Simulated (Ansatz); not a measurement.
ZrGe₁₂⁺, relaxed as a doublet with UKS PBE-D4/def2-SVP in Ansatz, starting from the GFN2-xTB geometry. Force threshold 0.03 eV/Å.

In the def2 sets Zr takes a core potential; there is no spin–orbit coupling. Single mean-field runs in def2-SVP are fitted with def2-universal-jkfit. Another isomer (doublet) lies 0.36 eV lower at PBE0-D4/def2-TZVP; other spin states weren't run for this one.

Start:

```xyz
13

Zr    0.051   -0.076    0.100
Ge   -0.420    0.152    2.652
Ge   -2.268    0.970    0.921
Ge    2.407   -0.798   -0.564
Ge    0.320   -3.941   -2.677
Ge    0.040   -1.997   -1.301
Ge   -1.817   -2.786   -2.601
Ge    2.045    0.543    1.721
Ge    0.947    2.019    3.473
Ge   -0.918    2.078   -1.066
Ge    1.737    1.821   -0.609
Ge   -2.125   -0.307   -1.315
Ge    0.001    2.322    1.267
```

Estimate the energy that the relaxation releases and the steps that it takes.

4.31 eV, in 22 steps; 1.7 min on 2 threads of AMD EPYC 7R13 on a shared host and a share (18 GiB) of an NVIDIA H100 80GB HBM3. The force fell under the threshold at step 19, but the optimiser went on. No frequencies were taken in this run, so the end may be a saddle point.

Does the start keep its bonding?

Bonds lost: Ge3–Ge10, Ge4–Ge6 (atoms count from 1).

Predict the relaxed structure.


Cartesian coordinates in Å:
```
Zr 0.774 -0.622 0.147
Ge -0.148 -0.064 2.616
Ge -2.212 0.420 1.123
Ge 3.509 0.266 0.369
Ge -1.138 -4.201 -3.207
Ge -0.176 -2.710 -1.543
Ge -2.368 -2.078 -2.927
Ge 2.077 1.247 2.137
Ge 0.289 2.419 3.547
Ge -0.533 1.875 -1.452
Ge 1.849 1.774 -0.770
Ge -1.596 -0.574 -1.124
Ge -0.328 2.248 1.085
```
Bond lengths: 19 × Ge–Ge 2.43 to 2.81 Å; 9 × Ge–Zr 2.69 to 3.31 Å.
